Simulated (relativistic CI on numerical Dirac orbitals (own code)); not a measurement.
Method of calculation: Dirac-Coulomb-Breit CI, separate exchange-only KLI orbitals for each configuration, model QED, unscaled Slater integrals (own radial code, finite nucleus).

CI space: 1s², 1s2s, 1s2p, 1s3s, 1s3p, 1s3d, 1s4s, 1s4p, 1s4d, 1s4f, 1s5s, 1s5p, 1s5d, 1s5f, 1s5g, 1s6s, 1s6p, 1s6d. Levels of other configurations are missing.

At this charge energies of transitions that change n are usually good to better than 1 %, and those within a shell (Δn = 0) to a few per cent.

Outline of the computed level scheme of S XV. Lowest level of each configuration: 1s² ¹S0 at 0.00 eV; 1s2s ³S1 at 2429.09 eV; 1s2p ³P°0 at 2445.55 eV; 1s3s ³S1 at 2874.26 eV; 1s3p ³P°0 at 2878.80 eV; 1s3d ³D1 at 2881.86 eV; 1s4s ³S1 at 3027.73 eV; 1s4p ³P°0 at 3029.60 eV; 1s4d ³D1 at 3030.87 eV.

Some strong electric-dipole decays among the lowest 27 levels: 1s2p ¹P°1 → 1s² ¹S0 (6.7e+13 s⁻¹); 1s3p ¹P°1 → 1s² ¹S0 (1.9e+13 s⁻¹); 1s4p ¹P°1 → 1s² ¹S0 (8.2e+12 s⁻¹); 1s3d ³D3 → 1s2p ³P°2 (3.3e+12 s⁻¹); 1s3d ¹D2 → 1s2p ¹P°1 (2.8e+12 s⁻¹); 1s3d ³D2 → 1s2p ³P°1 (2.2e+12 s⁻¹); 1s3d ³D1 → 1s2p ³P°0 (1.9e+12 s⁻¹); 1s3d ³D1 → 1s2p ³P°1 (1.4e+12 s⁻¹).

LS names give the leading component of a level, which can be under half, so a name can repeat, a term be missing and a line seem to break the LS rules.
